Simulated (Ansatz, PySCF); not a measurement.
Gas-phase reaction in SMILES: CS (CH4S) [methanethiol] + [H][H] (H2) -> C (CH4) + S (H2S)
Structures are relaxed separately at B3LYP-D3(BJ)/def2-TZVP in Ansatz (a first-principles code).

Wanted: energy of full hydrogenation (enthalpy at 298 K, with B3LYP-D3(BJ) rigid-rotor harmonic-oscillator terms from PySCF), in kJ/mol. Cores are frozen in the correlated levels unless marked. No spin-orbit coupling. No relativistic terms. Basis-set limits of correlation are two-point, X^-3; Hartree-Fock from the larger set.

```tsv
level	program	energy of full hydrogenation (kJ/mol)
PW6B95-D3(BJ)/def2-TZVPD	PySCF + dftd3	-72.1
MN15/def2-TZVPD	PySCF	?
SCS-MP2/cc-pV(T+d)Z	Ansatz	-73.4
CCSD(T)/CBS(cc-pV(T+d)Z,cc-pV(Q+d)Z)	Ansatz	-72.7
```

Question: What belongs in the gaps?

Answer: 
- MN15/def2-TZVPD, energy of full hydrogenation (kJ/mol): -69.9
